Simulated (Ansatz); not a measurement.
`N[CH2][Ga]([NH2])[OH]` → `[CH2]` (triplet) + `[NH2][Ga]([NH2])[OH]`  (formal loss of a carbene)

Computed with Ansatz on PBE0-D4/def2-TZVP structures; ΔE is electronic, products minus reactants. CCSD(T)/CBS adds triple-zeta CCSD(T) − MP2 to the extrapolated MP2 energy (def2 sets, frozen cores). This one scheme is used for every species. DFT in def2-TZVPP. Triplets are unrestricted, without spin–orbit coupling. For Ga outer-core shells are correlated without core-valence functions, which leaves a few kJ/mol of doubt a bond. Scalar relativity is left out up to krypton. Each species was taken in one conformer, which may not be the lowest.

CCSD(T)/CBS gives +338.0 kJ/mol.

Question: Another level gave +345.4 kJ/mol. Which?
A. CCSD(T)/def2-TZVPP
B. r2SCAN/def2-TZVPP
C. BHLYP/def2-TZVPP
D. ωB97M-V/def2-TZVPP

Answer: D. ωB97M-V 345.4, CCSD(T)/def2-TZVPP 327.3, BHLYP 312.2, r2SCAN 319.6 kJ/mol.

Question: What do rigid-rotor, harmonic-oscillator terms from PBE0-D4/def2-TZVP frequencies (298.15 K, 1 bar) make of the CCSD(T)/CBS value? (Estimate.)

Answer: Ansatz gave: ΔZPE = -30.1 kJ/mol, ΔH = +313.6 kJ/mol, ΔS = 146 J/(mol·K), ΔG = +270.2 kJ/mol. Open shells count their whole term as degenerate. Modes under 50 cm⁻¹ make the entropy rough.

Largest T1 diagnostic among the species: 0.013.

Leaving LDA and LC-ωPBE aside and taking each functional with its dispersion term where it has one, the values, not all of them listed here, spread over 47.5 kJ/mol, from r2SCAN0-D4 to PBE-D4. LDA lies +70.6 kJ/mol from PBE without D4. From BLYP to BHLYP (50 % exact exchange), in def2-TZVPP and without D4, ΔE moves by −20.5 kJ/mol.
